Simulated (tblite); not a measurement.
Species: C8H13S (charge +1).
Numbering: `[CH3:1][S:2][C:3]1=[CH:4][CH+:5][C@H:6]([CH3:7])[CH2:8][CH2:9]1` (hydrogens: H10, H11, H12 on C1; H13 on C4; H14 on C5; H15 on C6; H16, H17, H18 on C7; H19, H20 on C8; H21, H22 on C9)

Structure used (GFN2-xTB), in Å, numbered top down from 1:
```
atom  x, y, z in Å
C1     3.7200   -0.0728   -0.2221
S2     2.5292   -0.8285   -1.3546
C3     1.0093   -0.4945   -0.7114
C4    -0.0986   -1.0413   -1.3991
C5    -1.3616   -0.9228   -0.9193
C6    -1.6981   -0.1455    0.2923
C7    -3.0857    0.4915    0.1974
C8    -0.6097    0.8948    0.5678
C9     0.7836    0.2602    0.5438
H10    4.7018   -0.3537   -0.5945
H11    3.5866   -0.4626    0.7823
H12    3.6254    1.0094   -0.2419
H13    0.0947   -1.6018   -2.3020
H14   -2.1718   -1.4216   -1.4323
H15   -1.7225   -0.8703    1.1227
H16   -3.8507   -0.2640    0.0430
H17   -3.3144    1.0246    1.1154
H18   -3.1240    1.1970   -0.6283
H19   -0.7759    1.3675    1.5351
H20   -0.6650    1.6714   -0.1980
H21    0.8744   -0.4473    1.3793
H22    1.5426    1.0297    0.6912
```

Level: GFN2-xTB in tblite, geometry and Hessian alike; calculated harmonic values, unscaled, isolated species. This tight-binding method is rough: wavenumbers can miss measured ones by several per cent, in bad cases by 10 to 20. One conformer, not necessarily the lowest.

Harmonic wavenumbers (cm⁻¹): 52.5, 108.4, 161.2, 176.1, 193.4, 199.3, 258.4, 296.3, 322.1, 371.9, 389.9, 492.2, 551.0, 629.2, 732.3, 753.2, 783.7, 840.3, 915.1, 920.3, 935.8, 940.7, 963.4, 967.6, 1037.8, 1058.9, 1073.0, 1100.9, 1115.3, 1143.6, 1187.5, 1198.8, 1234.4, 1257.8, 1288.2, 1316.1, 1317.8, 1347.5, 1380.5, 1406.3, 1415.0, 1415.8, 1429.8, 1475.1, 1484.8, 1487.7, 1548.3, 2843.8, 2900.4, 2992.8, 2995.6, 3020.9, 3035.8, 3052.2, 3055.0, 3056.9, 3060.7, 3066.7, 3078.4, 3092.2.

A = 3667, B = 750.3, C = 644.3 MHz; mass 141.074 u (most abundant isotopes); point group C1, symmetry number 1.

What is the zero-point energy?

½Σν̃ = 40963 cm⁻¹ = 490.03 kJ/mol.

Give the ideal-gas entropy at 298.15 K and 1 bar in the rigid-rotor, harmonic-oscillator model (classical rotation).

Translation 170.58, rotation 123.78, vibration 116.23: S = 410.6 J/(mol K).

And Cp and H(298.15 K) − H(0)?

Cp = 167.89 J/(mol K), of which vibrations give 134.63 (their classical limit is 60 R = 498.9); H(298.15 K) − H(0) = 29.24 kJ/mol without the zero-point energy, 19.32 from vibrations.

What must be added to the electronic energy to get the Gibbs energy at 298.15 K and 1 bar?

ZPE + [H(298.15 K) − H(0)] − T·S = 490.03 + 29.24 − 122.42 = 396.85 kJ/mol.

How do the functions run with temperature in this model?

```csv
T (K),S (J/(mol K)),Cp (J/(mol K)),H − H(0) (kJ/mol),G − H(0) (kJ/mol),ln q(vib)
50,243.4,49.6,1.95,-10.22,0.32
100,286.3,77.0,5.13,-23.51,1.24
373.15,452.3,205.1,43.23,-125.55,8.16
500,520.4,261.2,72.93,-187.28,11.58
750,642.5,340.3,148.87,-333.00,18.31
1000,747.9,391.8,240.81,-507.13,24.75
```

q(vib) and H(0) count from the zero-point level.

Which modes carry the vibrational entropy at 298.15 K?

52.5 cm⁻¹: 19.75; 108.4 cm⁻¹: 13.80; 161.2 cm⁻¹: 10.61; 176.1 cm⁻¹: 9.91; 193.4 cm⁻¹: 9.18; 199.3 cm⁻¹: 8.95 J/(mol K); the other 54 give 44.03 together.

Hindered rotation and anharmonicity are outside this model. Other conformers, if any are populated, would add a mixing term that is left out. The structure is chiral; the term R ln 2 for an equal mix with its mirror image is left out.
